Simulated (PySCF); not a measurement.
# Energy of W⁻ (tungsten, charge -1) between two integer charges

The 5d alpha orbital of [Xe] 4f14 5d5 6s2 is emptied in steps (occupation f), with all orbitals relaxed, ending at [Xe] 4f14 5d4 6s2. Computed with PySCF 2.14 in def2-TZVPPD with the def2 core potential (60 electrons), with scalar relativity through the core potential. The exact energy is a straight line in f; departures are measured from the line between the end points of the same method.

```csv
f,BHandHLYP (eV),wB97X (eV),TPSS (eV)
1,0.000,0.000,0.000
0.9,-0.085,0.009,-0.301
0.7,-0.203,0.019,-0.708
0.5,-0.246,0.019,-0.849
0.3,-0.211,0.013,-0.718
0.1,-0.092,0.004,-0.310
0,0.000,0.000,0.000
```

```json
{"method": "BHandHLYP", "E(f=0) − E(f=1) (eV)": "0.822", "−ε at f=1 (eV)": "-0.118", "−ε at f=0.5 (eV)": "0.800"}
{"method": "wB97X", "E(f=0) − E(f=1) (eV)": "0.803", "−ε at f=1 (eV)": "0.913", "−ε at f=0.5 (eV)": "0.785"}
{"method": "TPSS", "E(f=0) − E(f=1) (eV)": "1.353", "−ε at f=1 (eV)": "-1.984", "−ε at f=0.5 (eV)": "1.323"}
```

Orbital energy along the path (eV):

```
  f  BHandHLYP   wB97X    TPSS
  1      0.118  -0.913   1.984
0.9     -0.054  -0.880   1.336
0.7     -0.416  -0.825   0.021
0.5     -0.800  -0.785  -1.323
0.3     -1.205  -0.762  -2.697
0.1     -1.630  -0.759  -4.096
  0     -1.851  -0.768  -4.802
```

At f = 1 the orbital energy is positive for BHandHLYP, TPSS: only the finite basis holds the electron.

Reference removal energy between the ground levels: 0.817 eV (measured; photodetachment measurements, as compiled on the Wikipedia data page of electron affinities). The calculation has no spin-orbit coupling. The determinant left behind need not be the lowest term of the ion.
